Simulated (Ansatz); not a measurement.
`[OH][Al]([SiH3])[Br]` + H₂O → `[OH][Al]([OH])[Br]` + SiH₄ at 298.15 K and 1 bar (formal hydrolysis of the Al–Si bond).

Program: Ansatz. Geometries: PBE0-D4/def2-TZVP. ΔE: electronic, gas phase. CCSD(T)/CBS adds triple-zeta CCSD(T) − MP2 to the extrapolated MP2 energy (def2 sets, frozen cores). This one scheme is used for every species. For Br outer-core shells are correlated without core-valence functions, which leaves a few kJ/mol of doubt a bond. Scalar relativity is left out up to krypton. One conformer a species, not always the lowest.

```json
{"species": "`[OH][Al]([SiH3])[Br]`", "CCSD(T)/CBS energy (Eh)": "-3182.11809", "H − E (kJ/mol)": "126.3", "S (J/(mol·K))": "376.9"}
{"species": "H₂O", "CCSD(T)/CBS energy (Eh)": "-76.37941", "H − E (kJ/mol)": "66.4", "S (J/(mol·K))": "188.7"}
{"species": "`[OH][Al]([OH])[Br]`", "CCSD(T)/CBS energy (Eh)": "-2967.07960", "H − E (kJ/mol)": "93.9", "S (J/(mol·K))": "324.9"}
{"species": "SiH₄", "CCSD(T)/CBS energy (Eh)": "-291.46306", "H − E (kJ/mol)": "92.1", "S (J/(mol·K))": "204.8"}
```

H − E and S are ideal-gas, rigid-rotor, harmonic terms from PBE0-D4/def2-TZVP, for one conformer and one mirror image of each species. 1 Eh = 2625.50 kJ/mol, R = 8.31446 J/(mol·K).

Task: By hand: ΔE, ΔH, ΔS and ΔG.

Result: ΔE = (-2967.07960) + (-291.46306) − (-3182.11809) − (-76.37941) = -0.04516 Eh = -118.6 kJ/mol. Δ(H − E) = 93.9 + 92.1 − 126.3 − 66.4 = -6.7, so ΔH = -125.3 kJ/mol. ΔS = 324.9 + 204.8 − 376.9 − 188.7 = -35.9 J/(mol·K). ΔG = -125.3 − 298.15 × (-35.9)/1000 = -114.6 kJ/mol.

Task: By hand: the equilibrium constant, and the temperature at which ΔG would vanish if ΔH and ΔS stayed fixed.

Result: log₁₀ K = −ΔG/(RT ln 10) = 20.1. ΔG = 0 at ΔH/ΔS = 3490 K, far beyond where these terms or the molecules hold.

ΔH outweighs TΔS. A doubt of 5 kJ/mol in ΔE shifts log₁₀ K by 0.9 here. Other conformers and mirror images would add mixing entropy, several J/(mol·K) or more a flexible species. Modes under 60 cm⁻¹, often nearly free rotors, make the harmonic entropy too high. These are equilibria of isolated gas molecules and say nothing of rates. Largest T1 diagnostic: 0.011 (customary marks: 0.02 for closed shells, 0.045 for open ones).
